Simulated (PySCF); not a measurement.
C3H11BOSi (SMILES C[SiH2]OB(C)C), singlet, at a GFN2-xTB geometry.

Here is a job for PySCF.
```python
from pyscf import gto, scf, dft

mol = gto.Mole()
mol.atom = '''
    Si    1.25838149    0.66101833    0.66657950
    C     2.68106956   -0.31066938   -0.12627620
    O    -0.10915732   -0.09339703    0.26801963
    B    -1.31377898   -0.24903650   -0.26157561
    C    -2.06450699   -1.64303107   -0.08311242
    C    -2.00730606    0.93628025   -1.07084896
    H     1.28071534    0.60249270    2.13034886
    H     1.27556565    2.05496831    0.19921799
    H     2.63212154   -0.28704488   -1.21212279
    H     2.66850957   -1.35414546    0.17779959
    H     3.63977808    0.10540996    0.16768989
    H    -2.57908175   -1.95026863   -0.99004780
    H    -2.82546079   -1.55528625    0.69081139
    H    -1.39207191   -2.44259540    0.21619849
    H    -1.89108851    0.76983387   -2.14075355
    H    -1.56396450    1.90289339   -0.84511701
    H    -3.07574911    0.99636569   -0.88099168
'''
mol.basis = 'pcseg-0'
mol.verbose = 4
mol.max_memory = 1800
mol.build()

mf = dft.RKS(mol)
mf.xc = 'pbe'
mf = mf.density_fit(auxbasis='def2-universal-jkfit')
mf.kernel()
```

**Question.** Predict the dipole moment from DF-PBE/pcseg-0 (PySCF).

**Answer.** 1.20 D

**Question.** Give the total energy at the level DF-PBE/pcseg-0.

**Answer.** -509.2371 Eh

**Question.** Predict the Mulliken (on the basis functions themselves) charges in atom order from DF-PBE/pcseg-0.

**Answer.** Si1 1.05, C2 -1.11, O3 -0.79, B4 0.93, C5 -0.94, C6 -0.97, H7 -0.08, H8 -0.08, H9 0.25, H10 0.25, H11 0.24, H12 0.21, H13 0.21, H14 0.20, H15 0.22, H16 0.20, H17 0.21

**Question.** Roughly what does it cost on one core?

**Answer.** about 20 core-seconds (a rough figure).
